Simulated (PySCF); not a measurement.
A structure optimised at PBE-D3(BJ)/def2-SVP, used in a PySCF frequency run:

```xyz
7

F     -1.6585     0.5660     0.0000
C     -0.9120    -0.6166     0.0000
C      0.5531    -0.3655     0.0000
F      1.0791     0.1783     1.1007
F      1.0791     0.1783    -1.1007
H     -1.1717    -1.2053    -0.9057
H     -1.1717    -1.2053     0.9057
```
Charge 0, spin multiplicity 2.

### Question
Write its SMILES, formula and point group.

### Answer
FC[C](F)F, C2H2F3, Cs

### Question
What are its rotational constants (standard atomic weights)?

### Answer
7.9176, 3.9148, 3.1459 GHz
